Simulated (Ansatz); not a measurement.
`C[SiH2]C[SiH3]`, charge 0, multiplicity 1.

(1) Give a relaxed structure at PBE0-D4/def2-TZVP (Ansatz 0.2.0). (Estimate.)

Results:

(1) Ansatz gave: 
Z-matrix (Å, degrees):
```
C
Si 1 1.870
H 1 1.092 2 110.6
H 1 1.093 2 110.9 3 119.8
H 1 1.092 2 111.3 3 -120.1
C 2 1.875 1 111.7 3 -177.9
H 2 1.490 1 109.8 3 61.3
H 2 1.491 1 109.5 3 -56.6
Si 6 1.870 2 115.1 1 -59.6
H 6 1.096 2 108.4 1 178.8
H 6 1.096 2 109.0 1 62.9
H 9 1.488 6 111.3 2 -175.9
H 9 1.488 6 110.6 2 64.0
H 9 1.488 6 110.4 2 -55.6
```
This is one stationary point; other conformers may exist.
